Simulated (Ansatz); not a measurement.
One change: `CC1=[N+](C)[In-]([Cl])([Cl])[N]1C` becomes `CC1=[N+](C)[Al-]([CH3])([Cl])[N]1C`.

Ansatz, PBE0-D4/def2-TZVP geometries, multiplicity 1. 

Elements past krypton have def2 core potentials.

| property | `CC1=[N+](C)[In-]([Cl])([Cl])[N]1C` |
| --- | --- |
| HOMO–LUMO gap (B3LYP/def2-TZVPP) / eV | 5.14 |
| LUMO energy (PBE0/def2-TZVPP) / eV | -1.08 |
| LUMO energy (ωB97M-V/def2-TZVPP) / eV | 0.82 |
| HOMO–LUMO gap (ωB97M-V/def2-TZVPP) / eV | 9.78 |
| size of the dipole moment (ωB97M-V/def2-TZVPP) / D | 6.52 |
| HOMO–LUMO gap (PBE/def2-TZVPP) / eV | 3.53 |

(1) Give the same properties after the change, and the shifts. (An estimate is asked.)

Answers

(1) Ansatz gave: 
```json
{"property": "HOMO–LUMO gap (B3LYP/def2-TZVPP) / eV", "`CC1=[N+](C)[Al-]([CH3])([Cl])[N]1C`": "5.87", "shift": "0.73"}
{"property": "LUMO energy (PBE0/def2-TZVPP) / eV", "`CC1=[N+](C)[Al-]([CH3])([Cl])[N]1C`": "-0.20", "shift": "0.88"}
{"property": "LUMO energy (ωB97M-V/def2-TZVPP) / eV", "`CC1=[N+](C)[Al-]([CH3])([Cl])[N]1C`": "1.71", "shift": "0.89"}
{"property": "HOMO–LUMO gap (ωB97M-V/def2-TZVPP) / eV", "`CC1=[N+](C)[Al-]([CH3])([Cl])[N]1C`": "10.44", "shift": "0.66"}
{"property": "size of the dipole moment (ωB97M-V/def2-TZVPP) / D", "`CC1=[N+](C)[Al-]([CH3])([Cl])[N]1C`": "5.63", "shift": "-0.89"}
{"property": "HOMO–LUMO gap (PBE/def2-TZVPP) / eV", "`CC1=[N+](C)[Al-]([CH3])([Cl])[N]1C`": "4.15", "shift": "0.62"}
```

With PBE0 the HOMO rises by 0.23 eV and the LUMO rises by 0.88 eV, so the gap widens by about 0.65 eV. PBE moves the HOMO by 0.22 eV and ωB97M-V by 0.22 eV. Dipoles are sizes alone; their direction can turn.

Positive LUMOs are unbound, so they and the gaps depend on the basis.

B3LYP here is the variant with VWN-RPA as its local correlation; programs differ in this.
